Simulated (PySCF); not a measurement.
## Adding and removing an electron: BiS

PBE; PySCF, scalar-relativistic core potentials, basis sets Bi def2-SVPD with ECP60, S def2-SVPD. Neutral (UKS): doublet (π ↑), Re = 2.358 Å, ωe = 419 cm⁻¹, De = 3.56 eV, HOMO -4.43 eV, LUMO -4.45 eV.

BiS⁻ (UKS): triplet (π ↑↑), Re = 2.470 Å, ωe = 350 cm⁻¹, De = 3.10 eV to Bi + S⁻. The energies at the minima are -612.56977 hartree for BiS and -612.63427 for BiS⁻.

**Question.** Work out the adiabatic electron affinity, without and with harmonic zero-point energies (1 hartree = 27.2114 eV, 1 eV = 8065.5 cm⁻¹), and the change of the bond length.

**Answer.** At PBE: 0.06450 hartree = 1.755 eV between the minima; the zero-point term (419.0 − 350.0)/2 cm⁻¹ = +0.004 eV makes it 1.759 eV. Re changes by +11.2 pm against the neutral. The electron enters a π orbital; in so polar a molecule the change of length follows mostly from the change of the ionic charges.

Spin–orbit coupling is left out, which matters for elements this heavy, above all for dissociation energies. For an ion De counts to the pair picked by the measured ionisation energies or electron affinities, which need not be the lowest pair at this level. The highest Kohn–Sham level is positive in this anion. Much of that is self-interaction error, but it also means that the finite basis helps to hold the extra electron. States were picked by a PBE0 search and need not be the measured ground states.
